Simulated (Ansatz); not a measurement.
One change: `[CH3][In]([Cl])[Br]` becomes `[CH3][InH][Br]`.

Ansatz, PBE0-D4/def2-TZVP geometries, multiplicity 1. 

Elements past krypton have def2 core potentials. Scalar relativity is left out up to krypton.

```
                                      property  `[CH3][In]([Cl])[Br]`
         LUMO energy (ωB97M-V/def2-TZVPP) / eV                   0.00
       HOMO–LUMO gap (ωB97M-V/def2-TZVPP) / eV                  10.39
           LUMO energy (B3LYP/def2-TZVPP) / eV                  -2.01
size of the dipole moment (PBE/def2-TZVPP) / D                   3.44
             LUMO energy (PBE/def2-TZVPP) / eV                  -2.56
         HOMO–LUMO gap (B3LYP/def2-TZVPP) / eV                   5.94
```

Question: What does the change do to each property? (An estimate is asked.)

Answer: Ansatz gave: 
```csv
property,`[CH3][InH][Br]`,shift
LUMO energy (ωB97M-V/def2-TZVPP) / eV,-0.18,-0.18
HOMO–LUMO gap (ωB97M-V/def2-TZVPP) / eV,9.58,-0.81
LUMO energy (B3LYP/def2-TZVPP) / eV,-1.94,0.07
size of the dipole moment (PBE/def2-TZVPP) / D,3.21,-0.23
LUMO energy (PBE/def2-TZVPP) / eV,-2.37,0.19
HOMO–LUMO gap (B3LYP/def2-TZVPP) / eV,5.40,-0.54
```

Dipoles are sizes alone; their direction can turn.

B3LYP here is the variant with VWN-RPA as its local correlation; programs differ in this.

Spin–orbit coupling is left out; it splits and shifts lone-pair levels of the heavy atoms by tenths of an eV.
